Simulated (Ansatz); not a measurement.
Basis sets compared for [InClH3]- (InH₃Cl⁻). The state is a singlet with charge -1. Geometry PBE0-D4/def2-TZVPD. Ansatz on 4 threads of Intel Xeon Platinum 8259CL on a shared host; times are rough, and most runs start from earlier orbitals.

```xyz
5

In   -0.169   -0.130    0.094
Cl    1.643    1.262   -0.911
H    -1.665    0.632   -0.446
H     0.100   -0.021    1.834
H     0.091   -1.743   -0.570
```

In the def2 sets In takes a core potential; there is no spin–orbit coupling.

```tsv
level	functions	energy (Eh)	HOMO (eV)	LUMO (eV)	wall time
PBE-D4/def2-SVPD	83	-651.8818	-1.58	3.23	0.55 s
PBE0-D4/def2-SVPD	83	-651.9258	-2.78	3.67	0.65 s
```

(1) Estimate the rows for PBE-D4/def2-TZVPD (with forces), PBE0-D4/def2-TZVPD.

Results:

(1) 
```json
{"level": "PBE-D4/def2-TZVPD (with forces)", "functions": "129", "energy (Eh)": "-652.0433", "HOMO (eV)": "-1.57", "LUMO (eV)": "3.06", "wall time": "1 s"}
{"level": "PBE0-D4/def2-TZVPD", "functions": "129", "energy (Eh)": "-652.0846", "HOMO (eV)": "-2.77", "LUMO (eV)": "3.47", "wall time": "1.1 s"}
```
